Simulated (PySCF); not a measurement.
Identify the compound

An unknown has the formula C8H13AlO. Its calculated NMR data are:

1H NMR (500 MHz, computed): δ 7.86 (d, 2H), 7.45 (m, 2H), 7.44 (m, 1H), 4.15 (br, 2H), 3.35 (s, 6H).

13C{1H} NMR (computed): δ 155.4 (C), 146.1 (CH), 136.0 (CH), 134.7 (CH), 56.7 (CH3).

Calculated, not measured (PySCF 2.14.0 with density-fitted response routines): shielding tensors at HF/pcSseg-1 (GIAO), structure optimised with PBE0-D3(BJ)/def2-SVP. No relativistic terms, rapidly exchanging positions averaged, no solvent, a single conformation.

Referencing at the same level of theory: 1H, 13C against TMS.

Deduce the structure.

## Answers


- 5 carbon signals for 8 carbons: some carbons are equivalent by symmetry or fast rotation.
- Carbon types of the structure: 1 × C, 5 × CH, 2 × CH3, leaving 2 H on heteroatoms.
- δC 155.4: substituted aromatic carbon.
- δC 146.1, 136.0, 134.7: aromatic CH.
- δC 56.7: methyl carbon bonded to O; deshielded by the electronegative neighbour.
- δH 7.86, 7.45, 7.44: hydrogen on an aromatic CH; ring-current deshielding.
- δH 4.15: hydrogen on an aluminium bonded to C, O.
- δH 3.35: hydrogen on a methyl carbon bonded to O; its carbon carries O, hence the downfield position.

The compound is SMILES C[O+](C)[AlH2-][c]1ccccc1.

The data come from this structure; uniqueness wasn't tested.

Hydrides on Al or Ga are broadened by the quadrupolar metal nucleus. Shifts are as computed. Against solution values, carbons near 30 ppm lie about -0 ppm off and those near 130 ppm about +7 ppm. Of 1313 compounds with measured shifts, 239 miss one by over three times the rms of a fit or turn the order of signals round; such compounds aren't used in these exercises. No couplings were computed; multiplicities are counted from neighbouring protons, with m where these are inequivalent, close in shift, in a saturated or five-membered ring or joined by F or P, and br s for small geminal =CH2 splittings.
